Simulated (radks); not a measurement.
Ionisation ladder of tin, from Sn22+ to Sn43+. Each ion is in the ground configuration listed by NIST, and IE = E(next ion) - E(this ion). Method: Dirac Kohn-Sham, PBE, spin-unpolarised, spherical densities, finite nucleus; open shells fill j = l - 1/2 first; Fermi nuclear charge, rms radius 4.6519 fm; computed with a radial shooting solver on a logarithmic mesh with Libxc functionals.

species,configuration,E (hartree),"IE, Delta-SCF (eV)",<r> HOMO (bohr),"IE, NIST (eV)",kind,error (eV)
Sn22+,[Ar] 3d10,-5964.04280,1128.0,0.306,1127,theory,+1.0
Sn23+,[Ar] 3d9,-5922.59041,1200.1,0.302,1195,theory,+5.1
Sn24+,[Ar] 3d8,-5878.48875,1273.7,0.298,1269,theory,+4.7
Sn25+,[Ar] 3d7,-5831.68030,1348.9,0.294,1347,theory,+1.9
Sn26+,[Ar] 3d6,-5782.10835,1425.6,0.290,1421,theory,+4.6
Sn27+,[Ar] 3d5,-5729.71704,1503.9,0.286,1508,theory,-4.1
Sn28+,[Ar] 3d4,-5674.45140,1595.1,0.279,1596,theory,-0.9
Sn29+,[Ar] 3d3,-5615.83357,1676.9,0.276,1676,theory,+0.9
Sn30+,[Ar] 3d2,-5554.20818,1760.2,0.273,1763,theory,-2.8
Sn31+,[Ar] 3d1,-5489.52266,1844.8,0.269,1844,theory,+0.8
Sn32+,[Ar],-5421.72589,2079.0,0.303,2074,semi-emp.,+5.0
Sn33+,[Ne] 3s2 3p5,-5345.32315,2155.0,0.301,2142,semi-emp.,+12.9
Sn34+,[Ne] 3s2 3p4,-5266.12934,2231.5,0.299,2227,semi-emp.,+4.5
Sn35+,[Ne] 3s2 3p3,-5184.12316,2308.5,0.297,2326,semi-emp.,-17.5
Sn36+,[Ne] 3s2 3p2,-5099.28686,2445.8,0.287,2443,semi-emp.,+2.8
Sn37+,[Ne] 3s2 3p1,-5009.40580,2525.5,0.284,2499,semi-emp.,+26.5
Sn38+,[Ne] 3s2,-4916.59423,2691.7,0.297,2687,semi-emp.,+4.7
Sn39+,[Ne] 3s1,-4817.67470,2766.7,0.295,2762.5,semi-emp.,+4.2
Sn40+,[Ne],-4716.00126,6423.9,0.109,6421,semi-emp.,+2.9
Sn41+,[He] 2s2 2p5,-4479.92879,6638.9,0.108,6631,semi-emp.,+7.9
Sn42+,[He] 2s2 2p4,-4235.95253,6856.0,0.107,6859,semi-emp.,-3.0
Sn43+,[He] 2s2 2p3,-3983.99931,7074.7,0.106,7080,semi-emp.,-5.3

Reference values: NIST Atomic Spectra Database (exp. = measured, semi-emp. = semi-empirical, theory = theoretical value adopted there). The ionisation energy per charge of the ion left behind rises most, in proportion, at Sn40+ ([Ne]), from 69.167 to 156.68 eV. Against the entries that are not theoretical the mean signed error is +0.2 % and the largest +1.1 %. Spin polarisation and multiplet splitting are left out, so open shells lie too high by an amount that depends on their filling.

Beside tabulated values, note that spin-unpolarised runs miss the spin-polarisation part of the exchange energy of open shells.
